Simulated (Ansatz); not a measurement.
Spectroscopic constants of GeO+, multiplicity 2 (lowest of 2S+1 = 2, 4 at CCSD(T)/def2-TZVPP on PBE0 minima; our sources give no spin for the ground state, which may be another). No spin–orbit coupling. Ge is treated without relativity.

Seven points along R, fitted to fifth degree in 1/R; most abundant isotopes. In def2 and cc sets the state is the lowest found near the PBE0 minimum, followed along R.

Run with Ansatz (a program for electronic structure) with Gaussian orbitals. 

Energies at BHLYP/def2-TZVPP:

```csv
R (Å),E (hartree)
1.647861,-2151.81138909
1.692158,-2151.81676077
1.732912,-2151.81904897
1.778981,-2151.81917483
1.825050,-2151.81721890
1.878207,-2151.81295996
1.940223,-2151.80597856
```

Question: With a reduced mass of 13.1496 u, find the minimum, the force constant and the constants.

Answer: A fifth-degree polynomial in 1/R puts the minimum at r_e = 1.7580 Å with force constant 475 N/m. Then ω_e = (1/2πc)√(k/μ) = 783 cm⁻¹ and B_e = h/(8π²cμr_e²) = 0.4148 cm⁻¹; the cubic and quartic terms give α_e = 0.0026 and ω_e x_e = 3.3 cm⁻¹.
